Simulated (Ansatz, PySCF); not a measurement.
Reaction (SMILES): C[CH-]C(=O)O -> [CH2-]C(=O)OC
Geometries: B3LYP-D3(BJ)/def2-TZVP minima from Ansatz (an electronic-structure program), one conformer each, not searched for the lowest.

Quantity: isomerisation energy (electronic energy difference), in kcal/mol. Correlated levels leave the core frozen unless marked. No spin-orbit coupling. No relativistic terms. Anions need diffuse functions: aug- sets have them; def2-D sets add few; the other sets have none. Basis-set limits of correlation are two-point, X^-3; Hartree-Fock from the larger set. [CCSD(T)-MP2]/basis is that difference in the basis named.

```csv
level,program,isomerisation energy (kcal/mol)
HF-D4/def2-TZVPD,PySCF + dftd4,9.7
BHLYP-D4/def2-TZVPD,Ansatz + dftd4,___
CCSD/STO-3G,Ansatz,1.6
"RI-MP2/CBS(aug-cc-pVTZ,aug-cc-pVQZ)+[CCSD(T)-MP2]/aug-cc-pVTZ",Ansatz,12.8
```

Problem. What belongs in the gaps?

Solution. 
- BHLYP-D4/def2-TZVPD, isomerisation energy (kcal/mol): 11.3
